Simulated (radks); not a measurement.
The numbers below are computed, except where a source is named.
Ionisation of neutral gallium, [Ar] 3d10 4s2 4p1, to Ga+, [Ar] 3d10 4s2, under several functionals. Dirac Kohn-Sham, spin-unpolarised, spherical densities, point nucleus; open shells fill j = l - 1/2 first; a radial shooting solver on a logarithmic mesh with Libxc functionals.

| functional | E(Ga) (hartree) | Exc (hartree) | IE (eV) | -e(HOMO) (eV) | <r> HOMO (bohr) | IE error (eV) |
|---|---|---|---|---|---|---|
| OLYP | -1944.85367 | -76.45342 | 5.535 | 2.410 | 3.502 | -0.464 |
| BP86 | -1944.58960 | -76.11756 | 5.909 | 2.760 | 3.345 | -0.090 |
| exchange-only LDA | -1938.45304 | -69.85968 | 5.007 | 1.930 | 3.522 | -0.993 |
| HCTH/407 | -1945.30829 | -76.95934 | 5.867 | 2.759 | 3.492 | -0.133 |
| SOGGA | -1942.31400 | -73.80263 | 5.657 | 2.525 | 3.372 | -0.343 |
| RPBE | -1944.23966 | -75.76318 | 5.708 | 2.585 | 3.434 | -0.291 |
| Wu-Cohen GGA | -1943.54748 | -75.06123 | 5.762 | 2.602 | 3.336 | -0.238 |

NIST Atomic Spectra Database: 5.999 eV (measured). Closest: BP86. The Delta-SCF values span 0.90 eV, the total energies 6.86 hartree. The highest occupied level is 4p1/2. Spin polarisation and multiplet splitting are left out, so open shells lie too high by an amount that depends on their filling.

Beside tabulated values, note that spin-unpolarised runs miss the spin-polarisation part of the exchange energy of open shells.
